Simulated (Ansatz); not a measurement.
Program: Ansatz. Geometries: PBE0-D4/def2-TZVP. ΔE: electronic, gas phase. CCSD(T)/CBS adds triple-zeta CCSD(T) − MP2 to the extrapolated MP2 energy (def2 sets, frozen cores). DFT in def2-TZVPP. def2 core potentials past Kr. For Sn outer-core shells are correlated without core-valence functions, which leaves a few kJ/mol of doubt a bond. One conformer a species, not always the lowest.

`[CH3][Sn]([Cl])([Cl])[Cl]` + `CBCF` → `[F][Sn]([Cl])([Cl])[Cl]` + `CBCC`  (redistribution)

`[CH3][Sn]([Cl])([Cl])[Cl]`:

Cartesian coordinates in Å:
```
C 0.073 0.003 -1.250
Sn -0.050 -0.002 0.859
Cl -1.345 1.735 1.657
Cl -0.982 -1.954 1.668
Cl 2.026 0.205 1.849
H -0.931 -0.115 -1.655
H 0.502 0.952 -1.568
H 0.708 -0.825 -1.561
```

`CBCF`:

```xyz
10

C    -1.146    0.075    0.750
B    -0.004   -0.601   -0.063
C     1.121    0.266   -0.699
F     2.092   -0.431   -1.404
H    -1.170   -0.346    1.763
H    -1.093    1.163    0.828
H    -2.116   -0.197    0.316
H     0.014   -1.791   -0.202
H     1.624    0.851    0.087
H     0.677    1.012   -1.376
```

`[F][Sn]([Cl])([Cl])[Cl]`:

Cartesian coordinates in Å:
```
F -1.709 -0.862 0.164
Sn -0.026 -0.013 0.002
Cl 0.266 0.505 -2.198
Cl -0.082 1.859 1.301
Cl 1.552 -1.488 0.730
```

`CBCC`:

```xyz
13

C    -0.146    0.444   -1.687
B    -0.669   -0.590   -0.646
C    -0.252   -0.644    0.858
C     0.761    0.367    1.374
H    -0.964    1.167   -1.834
H     0.016    0.003   -2.674
H     0.737    1.013   -1.388
H    -1.489   -1.394   -1.011
H     0.097   -1.673    1.041
H    -1.181   -0.602    1.447
H     1.713    0.286    0.842
H     0.970    0.231    2.438
H     0.405    1.392    1.240
```

```csv
species,revPBE-D4 energy (Eh)
`[CH3][Sn]([Cl])([Cl])[Cl]`,-1634.81921
`CBCF`,-204.53169
`[F][Sn]([Cl])([Cl])[Cl]`,-1694.77016
`CBCC`,-144.61098
```

(1) Work out ΔE.

(2) What do rigid-rotor, harmonic-oscillator terms from PBE0-D4/def2-TZVP frequencies (298.15 K, 1 bar) make of the CCSD(T)/CBS value? (Best estimate.)

Largest T1 diagnostic among the species: 0.012.

Answers

(1) ΔE = (-1694.77016) + (-144.61098) − (-1634.81921) − (-204.53169) = -0.03024 Eh = -79.4 kJ/mol. CCSD(T)/CBS gives -81.2 kJ/mol.

(2) Computed: ΔZPE = +3.3 kJ/mol, ΔH = -79.0 kJ/mol, ΔS = -8 J/(mol·K), ΔG = -76.5 kJ/mol.

Leaving LDA and LC-ωPBE aside and taking each functional with its dispersion term where it has one, the values, not all of them listed here, spread over 15.7 kJ/mol, from B97M-V to HSE06-D4. At CCSD(T), def2-SVP lies −6.3 kJ/mol from the extrapolated value and def2-TZVPP +4.7 kJ/mol.
